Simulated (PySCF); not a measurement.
A PySCF script (with the pyscf-properties extension) for the NMR shieldings of SMILES C=[C](CCC)[AlH][NH]C, C₆H₁₄AlN, on a GFN2-xTB geometry:

```python
import basis_set_exchange as bse
import numpy as np
from pyscf import gto, dft
from pyscf.prop import nmr

atoms = """
C    -0.326781   -2.679324   -1.066885
C    -0.318223   -1.479826   -0.487477
C    -1.569899   -0.667803   -0.301083
C    -1.447690    0.650325   -1.066243
C    -2.608189    1.594955   -0.782771
Al    1.521309   -0.901174   -0.003670
N     1.964744    0.557561    0.931750
C     3.294367    1.066803    1.257682
H     0.603983   -3.222306   -1.200318
H    -1.218996   -3.176863   -1.426913
H    -1.697302   -0.444552    0.763190
H    -2.453063   -1.217787   -0.640758
H    -1.399139    0.438226   -2.136982
H    -0.499381    1.124185   -0.782142
H    -2.491741    2.523934   -1.336636
H    -2.659789    1.830081    0.278387
H    -3.550891    1.137364   -1.076508
H     2.642769   -1.849827   -0.479248
H     1.256534    1.160668    1.344069
H     3.450158    2.072287    0.852385
H     3.459544    1.101844    2.339619
H     4.037266    0.400614    0.818330
"""
names = dict.fromkeys(["C", "Al", "N", "H"], "pcSseg-1")
basis = {el: gto.basis.parse(bse.get_basis(n, elements=[el], fmt="nwchem")) for el, n in names.items()}
mol = gto.M(atom=atoms, basis=basis, charge=0, verbose=0)
mf = dft.RKS(mol, xc="PBE0")
mf.grids.level = 2
mf.grids.alignment = dft.numint.BLKSIZE   # the property module wants whole blocks of grid points
mf.conv_tol = 1e-9
mf.kernel()

calc = nmr.RKS(mf)   # GIAO
C = mf.mo_coeff
Co = C[:, mf.mo_occ > 0]
resp = mf.gen_response(singlet=True, hermi=2)
def vind(x):   # induced exchange potential for any number of trial vectors
    d = np.einsum("pi,xij,qj->xpq", C, 2 * x.reshape(-1, C.shape[1], Co.shape[1]), Co, optimize=True)
    return np.einsum("xpq,pi,qj->xij", resp(d - d.transpose(0, 2, 1)), C, Co, optimize=True).ravel()
mo1, _ = nmr.rhf.solve_mo1(calc, with_cphf=vind)
sigma = calc.kernel(mo1)
for i, s in enumerate(sigma):   # ppm
    w = np.linalg.eigvalsh((s + s.T) / 2)
    print("%2d %-2s iso %8.1f  s11 %8.1f  s22 %8.1f  s33 %8.1f" % (i, mol.atom_pure_symbol(i), w.mean(), *w))
```

Question: What does it print?

Answer: 
```
 0 C  iso     46.4  s11    -74.4  s22     64.3  s33    149.4
 1 C  iso     16.2  s11    -86.1  s22    -28.4  s33    163.0
 2 C  iso    139.2  s11    122.1  s22    134.0  s33    161.6
 3 C  iso    154.8  s11    142.1  s22    152.2  s33    170.0
 4 C  iso    169.5  s11    157.9  s22    163.4  s33    187.3
 5 Al iso    363.5  s11    342.9  s22    371.3  s33    376.3
 6 N  iso    199.0  s11    139.0  s22    223.5  s33    234.4
 7 C  iso    151.7  s11    125.2  s22    145.3  s33    184.5
 8 H  iso     25.8  s11     22.7  s22     24.2  s33     30.4
 9 H  iso     25.2  s11     21.5  s22     25.0  s33     29.1
10 H  iso     29.5  s11     26.9  s22     29.2  s33     32.4
11 H  iso     29.6  s11     26.1  s22     29.3  s33     33.5
12 H  iso     30.5  s11     26.6  s22     30.2  s33     34.7
13 H  iso     30.1  s11     24.9  s22     29.4  s33     36.1
14 H  iso     30.4  s11     26.0  s22     27.7  s33     37.6
15 H  iso     30.8  s11     26.8  s22     29.3  s33     36.4
16 H  iso     30.6  s11     26.2  s22     28.8  s33     36.9
17 H  iso     27.2  s11     23.8  s22     25.9  s33     32.0
18 H  iso     29.9  s11     22.1  s22     30.9  s33     36.7
19 H  iso     28.6  s11     23.2  s22     27.0  s33     35.6
20 H  iso     28.6  s11     23.4  s22     26.6  s33     35.9
21 H  iso     28.5  s11     24.5  s22     27.3  s33     33.7
```

These numbers come from an equivalent density-fitted implementation of the same equations, which agrees with the script to about 0.01 ppm for H and up to a few tenths of a ppm for heavy atoms, so last digits may differ.

Size and cost of the density-fitted run: 213 basis functions, 39 s wall time on 1 thread of an Arm Neoverse V2, shared host; peak memory 1.1 GiB.
